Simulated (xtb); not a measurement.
water (H$_{2}$O), singlet, at a GFN2-xTB geometry. Base run: GFN2-xTB in xtb.

Geometry (Å):
```xyz
3

O      0.0096     0.0021     0.1134
H     -0.0558     0.7636    -0.4661
H     -0.0208    -0.7801    -0.4410
```
Charge 0, spin multiplicity 1.
All else is at xtb's defaults.
Base energy -5.07054 Eh.

The base run was repeated with changes; each row names its change, and settings that it needs were set with it.

| change | ΔE vs base (kcal/mol) | HOMO-LUMO gap (eV) | dipole (D) | G_solv (kcal/mol) | SCF cycles |
|---|---|---|---|---|---|
| base | 0.000 | 14.39 | 2.22 | - | 8 |
| acc = 1000 | 0.003 | 14.42 | 2.22 | - | 4 |
| acc = 0.0001 | 0.000 | 14.39 | 2.22 | - | 10 |
| gbsa = water | … | … | … | … | 9 |
| acc = 30 | 0.000 | 14.39 | 2.22 | - | 7 |
| alpb = dmf | -6.97 | 14.70 | 2.38 | -8.11 | 9 |
| etemp = 3000 | 0.000 | 14.39 | 2.22 | - | 8 |
| alpb = water | … | … | … | … | 9 |

Question: Fill in the missing entries.

Answer: 
- gbsa = water, ΔE vs base (kcal/mol): -6.01
- gbsa = water, HOMO-LUMO gap (eV): 14.73
- gbsa = water, dipole (D): 2.39
- gbsa = water, G_solv (kcal/mol): -7.35
- alpb = water, ΔE vs base (kcal/mol): -9.08
- alpb = water, HOMO-LUMO gap (eV): 14.91
- alpb = water, dipole (D): 2.47
- alpb = water, G_solv (kcal/mol): -12.04

ALPB and GBSA are two models with their own fitted parameters for each solvent, which aren't always the measured dielectric constant.
